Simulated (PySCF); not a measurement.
C2H3O, SMILES [CH2]C=O, multiplicity 2.

Geometry: PBE-D3(BJ)/def2-TZVP. The isomer is the one that the SMILES or the coordinates give; other isomers of the formula were not compared.

The numbers are results of PBE-D3(BJ)/def2-TZVP in PySCF, not measurements.

Frequencies are harmonic and unscaled.

```
mode  ν (cm⁻¹)  IR (km/mol)  moving atoms (share of kinetic energy)
----  --------  -----------  --------------------------------------
1          403          0.0                          H 82 %, C 12 %
2          489         11.0                  H 39 %, C 33 %, O 29 %
3          717         33.7                          H 84 %, C 16 %
4          939          1.2                          H 58 %, C 40 %
5          948          3.3                  H 53 %, C 36 %, O 11 %
6         1137         16.1                          C 66 %, H 33 %
7         1350          9.9                          H 81 %, O 12 %
8         1423         10.8                          H 73 %, C 25 %
9         1529         51.4                   C 59 %, O 32 %, H 9 %
10        2840        100.5                                  H 92 %
11        3073          2.6                                  H 95 %
12        3188          3.0                          H 89 %, C 11 %
```
